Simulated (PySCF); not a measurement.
Si(Cl)(Br)(Me)(Vi), SMILES C([Si](C)(Br)Cl)=C, B3LYP/def2-SVP optimised geometry.

```
12

C     -0.26     1.44     0.02
C     -0.97     0.30     0.00
Si    -0.20    -1.39     0.00
C      1.67    -1.39     0.00
Cl    -0.88    -2.42    -1.68
Br    -0.93    -2.50     1.82
H      0.83     1.45     0.04
H     -0.75     2.43     0.02
H     -2.06     0.36    -0.02
H      2.05    -2.43     0.00
H      2.06    -0.88    -0.90
H      2.06    -0.88     0.90
```

Density from PySCF with B3LYP/def2-TZVP at that geometry.

Minimum of the electron density along straight lines between bonded atoms, close to the bond critical point (lines longer than 1.1 times the sum of covalent radii, or with two minima, are not listed):

```tsv
bond	length / Å	ρ at the minimum / e bohr⁻³	∇²ρ there / e bohr⁻⁵	position (fraction from the first atom)
C1–C2	1.341	0.346	-1.04	0.51
C2–Si3	1.861	0.128	0.17	0.61
Si3–C4	1.868	0.128	0.13	0.39
Si3–Cl5	2.087	0.095	0.17	0.36
Si3–Br6	2.253	0.087	0.04	0.35
C1–H7	1.096	0.280	-0.98	0.65
C1–H8	1.096	0.279	-0.98	0.65
C2–H9	1.098	0.276	-0.95	0.65
C4–H10	1.100	0.269	-0.89	0.64
C4–H11	1.102	0.268	-0.88	0.64
C4–H12	1.101	0.268	-0.88	0.64
```
